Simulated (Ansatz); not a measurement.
C$_{2}$H$_{7}$AlSi. Total charge 0; spin multiplicity 1. The bonds changed during the relaxation, so this is another structure than the one it started from.

| atom | x (Å) | y (Å) | z (Å) |
| --- | --- | --- | --- |
| Si1 | -0.5273 | 1.2586 | 0.4557 |
| C2 | -0.0387 | 0.1726 | -0.8924 |
| C3 | -0.3284 | -1.3136 | -0.6016 |
| Al4 | 1.1536 | -0.6602 | 0.4497 |
| H5 | 0.0695 | 2.6154 | 0.4774 |
| H6 | -1.8917 | 1.2912 | 1.0588 |
| H7 | 0.1814 | 0.4006 | 1.6234 |
| H8 | 0.1066 | 0.5303 | -1.9052 |
| H9 | -1.3135 | -1.5856 | -0.2266 |
| H10 | -0.0397 | -1.9694 | -1.4230 |
| H11 | 2.6283 | -0.7397 | 0.9839 |

List the harmonic frequencies (cm⁻¹, unscaled) at PBE0-D4/def2-TZVP in Ansatz. (Estimate.)

The calculation gave: 203, 316, 373, 400, 490, 533, 586, 643, 668, 691, 731, 801, 820, 941, 965, 974, 1050, 1185, 1281, 1447, 1653, 1980, 2182, 2249, 3088, 3151, 3191.

Is this a minimum?

Yes, all 27 modes are real.

Give the ideal-gas thermochemistry at 298.15 K and 1 bar (rigid rotor, harmonic oscillator; point group C1, symmetry number 1).

Zero-point energy 194.9 kJ/mol; H(298) − E = 212.8 kJ/mol; entropy 311.5 J/(mol·K), of which translation 164.4, rotation 107.6, vibration 39.4; G(298) − E = 119.9 kJ/mol.
